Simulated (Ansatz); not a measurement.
A set of 12 reactions (hydrogenolysis), with CCSD(T)/CBS values in kJ/mol:

| reaction | ΔE |
| --- | --- |
| `C=C[Si](O)(Cl)Cl` + H₂ → `C=C[SiH](Cl)Cl` + H₂O | 89.7 |
| `OC([SiH3])[SiH2]Cl` + H₂ → `OC[SiH2]Cl` + SiH₄ | -26.8 |
| `OC[SiH](F)S` + H₂ → `OC[SiH2]F` + H₂S | 53.0 |
| `C/C=C\BN` + H₂ → `B/C=C/C` + NH₃ | 105.8 |
| `[OH][Sn]([OH])([F])[Br]` + H₂ → `[OH][SnH]([OH])[Br]` + H–F | 27.2 |
| `NC(N)(N)F` + H₂ → `NC(N)N` + H–F | -34.3 |
| `CCSB(O)O` + H₂ → `OBO` + `CCS` | 40.6 |
| `C[Se][SnH2][Cl]` + H₂ → `[Cl][SnH2][SeH]` + CH₄ | -71.8 |
| `C[Se][SnH2][Cl]` + H₂ → `C[Se][SnH3]` + HCl | 82.8 |
| `N=C1[SiH2]C1F` + H₂ → `N=C1C[SiH2]1` + H–F | -134.7 |
| `C[N](C)[Al]([SH])[Br]` + H₂ → `[SH][AlH][Br]` + `CNC` | 73.7 |
| `NC(N)N` + H₂ → `NCN` + NH₃ | -63.0 |

Calculated with Ansatz (gas phase, PBE0-D4/def2-TZVP geometries, no zero-point term in ΔE). CCSD(T)/CBS adds triple-zeta CCSD(T) − MP2 to the extrapolated MP2 energy (def2 sets, frozen cores). This one scheme is used for every species. Double bonds are as drawn, so ΔE can hold a change between cis and trans. Functionals use def2-TZVPP. B3LYP here is the variant with VWN-RPA as its local correlation; programs differ in this. Elements past krypton have def2 core potentials. For Br, Se, Sn outer-core shells are correlated without core-valence functions, which leaves a few kJ/mol of doubt a bond. Scalar relativity is left out up to krypton. Each species was taken in one conformer, which may not be the lowest.

Question: Give the mean, mean absolute and largest difference (level minus CCSD(T)/CBS, kJ/mol) for: PBE-D4, r2SCAN-D4, PBE0-D4, B3LYP-D4, ωB97X-V, B2PLYP, PBE0, B3LYP, CCSD/def2-TZVPP, CCSD(T)/def2-TZVPP, HF/def2-QZVPP, SCS-MP2/def2-QZVPP, MP2/CBS(def2), CCSD/CBS(def2). (Estimate.)

Answer: The calculation gave: 
| level | mean | mean absolute | largest |
| --- | --- | --- | --- |
| PBE-D4 | 4.9 | 6.4 | 25.2 |
| r2SCAN-D4 | 7.1 | 7.7 | 21.5 |
| PBE0-D4 | 0.1 | 4.5 | 11.2 |
| B3LYP-D4 | 2.4 | 4.2 | 17.8 |
| ωB97X-V | 1.1 | 5.4 | 16.8 |
| B2PLYP | -2.6 | 5.9 | -9.8 |
| PBE0 | -4.8 | 7.7 | -17.4 |
| B3LYP | -6.5 | 10.8 | -19.0 |
| CCSD/def2-TZVPP | -6.3 | 6.5 | -15.1 |
| CCSD(T)/def2-TZVPP | -1.6 | 3.1 | -11.5 |
| HF/def2-QZVPP | -17.6 | 18.6 | -33.4 |
| SCS-MP2/def2-QZVPP | -0.4 | 2.0 | 3.4 |
| MP2/CBS(def2) | 4.6 | 6.2 | 10.6 |
| CCSD/CBS(def2) | -4.7 | 4.7 | -6.4 |

The largest T1 diagnostic in the set is 0.015, for `N=C1[SiH2]C1F` (customary mark 0.02).

CCSD(T)/CBS is a level of theory with its own doubt, and the functionals carry their triple-zeta basis error, so these figures describe this set and don't rank the functionals.
